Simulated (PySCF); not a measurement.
## 2-acetylfuran, C₆H₆O₂

Cartesian coordinates in Å; atom numbers follow the order of the lines, from 1:
```xyz
14

C    -2.339    0.051    0.173
C    -1.265   -0.296    1.170
O    -1.506   -0.665    2.300
C     0.129   -0.169    0.720
C     1.310   -0.404    1.375
C     2.344   -0.112    0.444
C     1.713    0.277   -0.705
O     0.382    0.246   -0.548
H    -2.231    1.094   -0.163
H    -3.321   -0.093    0.641
H    -2.251   -0.581   -0.724
H     1.397   -0.745    2.404
H     3.419   -0.180    0.600
H     2.076    0.594   -1.680
```

Computed with PySCF, quadratic response CAM-B3LYP/aug-cc-pVDZ first hyperpolarisability, Taylor convention, gas phase. Geometry: PBE0-D3(BJ)/def2-SVP.

**Question.** Give the tensor of the static β(0;0,0) in the axes of these coordinates.

**Answer.** In au, Taylor convention; rows are the first index (the induced dipole):
```csv
,xx,yy,zz,xy,xz,yz
x,+361.3,-49.6,-0.1,+39.4,-141.4,-15.1
y,+39.4,-24.7,-1.3,-49.6,-15.1,+25.8
z,-141.4,+25.8,+60.0,-15.1,-0.1,-1.3
```
Norm of βᵢ = ⅓ Σⱼ (βᵢⱼⱼ + βⱼᵢⱼ + βⱼⱼᵢ): 316.8 au, hyper-Rayleigh value 166.3 au.
